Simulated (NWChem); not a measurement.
Species: CHBFNO; SMILES O=C=NBF

```xyz
6

B     -0.5092    -1.2354     0.0000
F      0.3297    -2.2684     0.0000
H     -1.7054    -1.4449     0.0000
N      0.0328     0.0780     0.0000
C      0.0344     1.2920     0.0000
O      0.1060     2.4674     0.0000
```
Atoms are numbered in this order, from 1.

Computed with NWChem. Medium grid unless said otherwise, to which SCAN and Minnesota functionals are sensitive. All runs use the structure optimised with PBE-D3(BJ)/def2-SVP. Hybrids' shares of exact exchange are those that their runs print; pure functionals count as 0. The functionals differ in more than this share.

| row | share of exact exchange | highest occupied level (eV) |
|---|---|---|
| PBE/def2-SVP | 0.00 | -7.58 |
| r2SCAN/def2-SVP | 0.00 | -7.97 |
| TPSSh/def2-SVP | 0.10 | -8.26 |
| B3LYP/def2-SVP | 0.20 | -8.77 |
| B3PW91/def2-SVP | 0.20 | -8.84 |
| MN15/def2-SVP | 0.44 | withheld |
| Hartree-Fock/def2-SVP | 1.00 | -12.61 |

Question: Fit a straight line of the last column on the one before it, predict the withheld value, and compare with the run.

Answer: 
1. Means of the 6 shown rows: x = 0.250, y = -9.005. Slope Σ(x − x̄)(y − ȳ)/Σ(x − x̄)² = -3.450/0.7150 = -4.826; intercept -7.799.
2. The shown rows scatter about the line by 0.118 (root mean square); the largest residual is +0.22, at PBE/def2-SVP.
3. At x = 0.44 (MN15/def2-SVP; inside the shown range) the line gives -9.92.
4. The run gives -9.76, +0.16 from the line, 1.4 times the scatter.
